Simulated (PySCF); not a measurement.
TDDFT excited states: C3H10F2N2Si

Species: C3H10F2N2Si.
SMILES with atom numbers: `[CH3:1][C@@H:2]([F:3])[Si:4]([NH2:5])([NH2:6])[CH2:7][F:8]` (hydrogens: H9, H10, H11 on C1; H12 on C2; H13, H14 on N5; H15, H16 on N6; H17, H18 on C7)

The calculation used TDDFT CAM-B3LYP/def2-SVPD, vertical, gas phase, core orbitals frozen in the response in PySCF 2.14.0, density-fitted response routines. Geometry: GFN2-xTB, one conformer, isolated molecule. Torsions of this conformer, `[CH3:1][C@@H:2]([F:3])[Si:4]([NH2:5])([NH2:6])[CH2:7][F:8]`: C1–C2–Si4–N5 58°, C2–Si4–C7–F8 177°, H–N5–Si4–C2 158°, H–N5–Si4–C2 -64°, H–N6–Si4–C2 -37°, H–N6–Si4–C2 -175°.

```json
{"state": "S1", "E (eV)": "6.58", "λ (nm)": "188.4", "f": "0.034", "main configurations (H = HOMO, L = LUMO)": "H→L (83%)"}
{"state": "S2", "E (eV)": "6.95", "λ (nm)": "178.5", "f": "0.059", "main configurations (H = HOMO, L = LUMO)": "H-1→L (69%)"}
{"state": "S3", "E (eV)": "7.31", "λ (nm)": "169.7", "f": "0.025", "main configurations (H = HOMO, L = LUMO)": "H→L+1 (62%), H→L+4 (11%)"}
{"state": "S4", "E (eV)": "7.67", "λ (nm)": "161.6", "f": "0.0022", "main configurations (H = HOMO, L = LUMO)": "H-2→L (38%), H-1→L+1 (11%), H→L+1 (10%)"}
{"state": "S5", "E (eV)": "7.95", "λ (nm)": "156.0", "f": "0.014", "main configurations (H = HOMO, L = LUMO)": "H→L+3 (27%), H→L+2 (20%), H-2→L (16%)"}
{"state": "S6", "E (eV)": "8.08", "λ (nm)": "153.5", "f": "0.014", "main configurations (H = HOMO, L = LUMO)": "H-2→L+1 (20%), H→L+2 (16%), H-1→L+1 (16%)"}
{"state": "S7", "E (eV)": "8.12", "λ (nm)": "152.7", "f": "0.024", "main configurations (H = HOMO, L = LUMO)": "H→L+3 (30%), H→L+2 (28%), H-1→L+1 (15%)"}
{"state": "S8", "E (eV)": "8.23", "λ (nm)": "150.7", "f": "0.0064", "main configurations (H = HOMO, L = LUMO)": "H-1→L+2 (26%), H-1→L+4 (13%), H-3→L (9%)"}
```

Triplets, Tamm–Dancoff:

| state | E (eV) | λ (nm) | main configurations (H = HOMO, L = LUMO) |
| --- | --- | --- | --- |
| T1 | 6.26 | 198.1 | H→L (74%) |
| T2 | 6.55 | 189.4 | H-1→L (61%) |
| T3 | 6.88 | 180.1 | H→L+1 (43%), H→L+4 (15%) |

The lowest singlet comes at 188 nm (635 kJ/mol) in the vacuum ultraviolet; it is of moderate strength; its leading configuration is HOMO→LUMO (83%). The most intense listed level is S2 at 6.95 eV (178 nm, f = 0.059), 0.37 eV above S1. Löwdin shares by element: HOMO nitrogen 51%, carbon 11% or more, silicon 9% (atoms not listed hold the other 29%); LUMO silicon 25%, hydrogen 15% or more, carbon 8% or more (atoms not listed hold the other 52%). The listed states span 1.65 eV. Weighted by f, the mean energy of these states is 7.30 eV. Orbital energies (eV): HOMO-3 -10.71, HOMO-2 -9.75, HOMO-1 -9.33, HOMO -8.78, LUMO 0.89, LUMO+1 1.64, LUMO+2 1.84. No computed singlet lies in the visible range (380 to 750 nm); the lowest, at 188 nm, stands 3.32 eV above its violet end (3.26 eV). The window holds the lowest 8 singlets.

The run took 2.2 min on an Arm Neoverse N1 with one thread, shared host, and the process peaked at 1.2 GiB of memory.
